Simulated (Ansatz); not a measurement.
Ansatz (a program for electronic structure) input:
A basis named .json is the Basis Set Exchange file of that set.

Ansatz 0.2 input:
```yaml
crystal:
  periodic: [false, false, false]
  atoms:
    - {symbol: B, position_ang: [-0.09320651, -0.35603142, 0.04988833]}
    - {symbol: Cl, position_ang: [-0.19842545, 1.35671977, -0.17673327]}
    - {symbol: N, position_ang: [1.37580856, -0.91134000, 0.08869693]}
    - {symbol: N, position_ang: [-1.12564956, -1.24020545, 0.19313301]}
    - {symbol: H, position_ang: [1.90573454, -0.46092451, 0.84123126]}
    - {symbol: H, position_ang: [1.44437762, -1.92244809, 0.22232513]}
    - {symbol: H, position_ang: [-1.04260799, -2.23714686, 0.32451608]}
    - {symbol: H, position_ang: [-2.08591800, -0.92489798, 0.17414507]}
    - {symbol: H, position_ang: [1.86656608, -0.67784335, -0.78000322]}
basis:
  gaussian:
    orbitals: aug-cc-pV_D+d_Z.json
total_charge: 1
magnetization: {spin_polarized: false}
correlation: {method: ccsd_t, electrons: outside_noble_gas}
output: {forces: true}
```

Which total energy does the run end on?

-596.56999 Eh (CCSD(T)/aug-cc-pV(D+d)Z). The basis has 146 functions. The run takes about 3 core-minutes (a rough figure).

It need not be the lowest isomer of its formula.
